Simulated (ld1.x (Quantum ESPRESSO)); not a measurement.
Cu, RRKJ: configuration errors across variants

```json
{
 "Element": "Cu (Z = 29)",
 "Generator": "ld1.x (Quantum ESPRESSO) 7.5",
 "Type": "norm-conserving RRKJ (Kleinman–Bylander form)",
 "Functional": "LDA (PZ)",
 "Relativity": "fully relativistic",
 "Frozen core": "[Ne]",
 "Valence charge": "19",
 "Reference configuration": "3s2 3p6 3d8 4s0 4p0 (charge +3)",
 "Partial waves": "3s (bound): rc 0.95 bohr; 3p (bound): rc 0.80 bohr; 3d (bound): rc 1.30 bohr",
 "Local potential": "the d channel",
 "Core correction": "none"
}
```

Open shells are filled in proportion to 2j + 1 (rel_dist='average').

All-electron excitation energies from the reference (eV): (1) 3s2 3p6 3d10 4s1 4p0 -69.486; (2) 3s2 3p6 3d10 4s0 4p0 -61.051; (3) 3s2 3p6 3d9 4s0 4p0 -39.364; (4) 3s2 3p6 3d7 4s0 4p0 60.030; (5) 3s2 3p6 3d9 4s1 4p1 -62.552; (6) 3s1 3p6 3d10 4s1 4p0 52.239; (7) 3s2 3p6 3d10 4s0 4p1 -65.230.

Tests that are not counted but printed errors over 1 eV. “all radii scaled by about 1.15 (s 1.10, p 0.92, d 1.50 bohr)”: 3s2 3p6 3d10 4s0 4p1 (solver errors, printed error -4538 eV). “all radii scaled by about 1.22 (s 1.16, p 0.98, d 1.58 bohr)”: 3s2 3p6 3d10 4s0 4p1 (solver errors, printed error -4594 eV).

1 further variants failed, have other tests or too few solved ones, and are left out.

Errors AE − PS in meV (a dash: test not solved or not reliable):

| change | (1) | (2) | (3) | (4) | (5) | (6) | (7) | bound ghosts |
| --- | --- | --- | --- | --- | --- | --- | --- | --- |
| base | -358 | -158 | -44 | -19 | -448 | -240 | -245 | none |
| all radii scaled by about 0.92 (s 0.88, p 0.74, d 1.20 bohr) | -293 | -114 | -33 | -20 | -380 | -232 | -173 | none |
| all radii scaled by about 1.15 (s 1.10, p 0.92, d 1.50 bohr) | -374 | -271 | -65 | +5.4 | -344 | +133 | – | none |
| all radii scaled by about 1.22 (s 1.16, p 0.98, d 1.58 bohr) | -309 | -312 | -70 | +25 | -166 | +494 | – | none |

(1) Give the same row for: all radii scaled by about 1.39 (s 1.32, p 1.12, d 1.80 bohr).

## Answers

(1) +92, -400, -67, +112, +729, +2128, -772; bound ghosts: none.
